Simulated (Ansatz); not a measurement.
Consider the ligand exchange at the Si–C bond: `C[SiH](O)O` + `[OH][GeH3]` → `O[SiH](O)[O][GeH3]` + CH₄.

Calculated with Ansatz (gas phase, PBE0-D4/def2-TZVP geometries, no zero-point term in ΔE). CCSD(T)/CBS is the MP2 limit (def2-TZVPP, def2-QZVPP) plus CCSD(T) − MP2 in def2-TZVPP, frozen cores. This one scheme is used for every species. DFT in def2-TZVPP. For Ge outer-core shells are correlated without core-valence functions, which leaves a few kJ/mol of doubt a bond. Scalar relativity is left out up to krypton. One conformer a species, not always the lowest.

`C[SiH](O)O`:

Cartesian coordinates in Å:
```
C -0.574 0.389 -1.166
Si -0.104 -0.070 0.566
O 0.355 -1.650 0.486
O 1.083 0.891 1.181
H 0.264 0.237 -1.852
H -1.405 -0.228 -1.515
H -0.877 1.437 -1.221
H -1.215 0.107 1.534
H 0.576 -2.084 1.311
H 1.895 0.971 0.677
```

`[OH][GeH3]`:

Z-matrix (Å, degrees):
```
Ge
O 1 1.783
H 1 1.531 2 104.3
H 1 1.541 2 109.9 3 119.6
H 1 1.541 2 109.9 3 -119.6
H 2 0.959 1 112.7 3 180.0
```

`O[SiH](O)[O][GeH3]`:

Cartesian coordinates in Å:
```
O -1.735 0.394 -0.990
Si -0.776 0.831 0.258
O -1.685 0.872 1.619
O 0.453 -0.202 0.524
Ge 1.670 -0.955 -0.533
H -2.409 -0.265 -0.817
H -0.246 2.158 -0.111
H -1.244 0.631 2.434
H 2.152 0.087 -1.555
H 2.803 -1.394 0.402
H 1.017 -2.157 -1.230
```

CH₄:

```xyz
5

C     0.000    0.000    0.000
H     0.378   -1.015   -0.120
H     0.824    0.708   -0.089
H    -0.462    0.102    0.982
H    -0.741    0.205   -0.772
```

```tsv
level	ΔE (eV)
r2SCAN-D4	-1.40
ωB97X-V	-1.39
B2PLYP	-1.43
HF/def2-TZVPP	-1.58
```

Q: What does CCSD(T)/CBS give? (An estimate is asked.)

A: The calculation gave: -1.42 eV. The listed levels differ from it by 0.02, 0.03, -0.01, -0.16 eV.

Largest T1 diagnostic among the species: 0.012.

In def2-TZVPP, CCSD(T) changes the Hartree–Fock value by +0.15 eV (the triples alone add +0.02 eV) and MP2 by +0.15 eV. From PBE to PBE0 (25 % exact exchange), in def2-TZVPP and without D4, ΔE moves by −0.06 eV. The D4 term adds −0.04 eV with B3LYP and −0.03 eV with PBE0; it sums over pairs of atoms, weighted by their polarisabilities, and B3LYP, whose exchange is more repulsive, gets the larger term.

B3LYP here is the variant with VWN-RPA as its local correlation; programs differ in this.
